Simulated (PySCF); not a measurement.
**Continuum solvent and chemical shifts**

Atoms are numbered as in `[OH:1][B:2]([OH:3])[BH2-:4][n+:5]1[cH:6][cH:7][cH:8][cH:9][cH:10]1` (H(Xn): hydrogen on atom n).

GIAO PBE0/pcSseg-1 in PySCF on one PBE0-D3(BJ)/def2-SVP conformer, non-relativistic, equivalent nuclei averaged. Solvents enter as an IEF-PCM continuum (methanol with ε = 32.6, dimethylsulfoxide with ε = 46.8) around the gas-phase geometry. Shifts are referred to BF3·OEt2, TMS computed in the same medium.

Gas phase, δ in ppm: B2 39.2, B4 -18.7, C6/C10 153.4, C8 141.2, C7/C9 129.4, H(C6)/H(C10) 8.69, H(C8) 7.68, H(C7)/H(C9) 7.29, H(O1)/H(O3) 3.57, H(B4) 2.93. Dipole moment 4.88 D.

Question: How does each δ change in the continuum?

Answer: 
```
       atoms                                         environment  Δδ, methanol  Δδ, dimethylsulfoxide
          B2                              boron bonded to B, 2 O          +1.3                   +1.3
          B4                           boron bonded to B, N, 2 H          -1.6                   -1.6
      C6/C10                 aromatic CH next to a ring nitrogen          +0.8                   +0.8
          C8                                         aromatic CH          +5.8                   +5.8
       C7/C9                                         aromatic CH          +3.5                   +3.6
H(C6)/H(C10)  hydrogen on an aromatic CH next to a ring nitrogen         -0.02                  -0.02
       H(C8)                          hydrogen on an aromatic CH         +0.54                  +0.55
 H(C7)/H(C9)                          hydrogen on an aromatic CH         +0.48                  +0.49
 H(O1)/H(O3)                   hydrogen on an oxygen bonded to B         +0.61                  +0.62
       H(B4)                  hydrogen on a boron bonded to B, N         -0.41                  -0.42
```

Changes are relative to the gas phase. The dipole moment becomes 6.33 D in methanol, 6.35 D in dimethylsulfoxide.

Question: Which of the listed nuclei move most (in ppm), and what does the model miss? (N and O are left out, as their reference compounds move with the solvent too.)

Answer: C8 (aromatic CH, +5.8 ppm) in dimethylsulfoxide. A continuum only polarises the solute; specific hydrogen bonds, the anisotropy of aromatic solvents and changes of geometry or conformer are outside it.
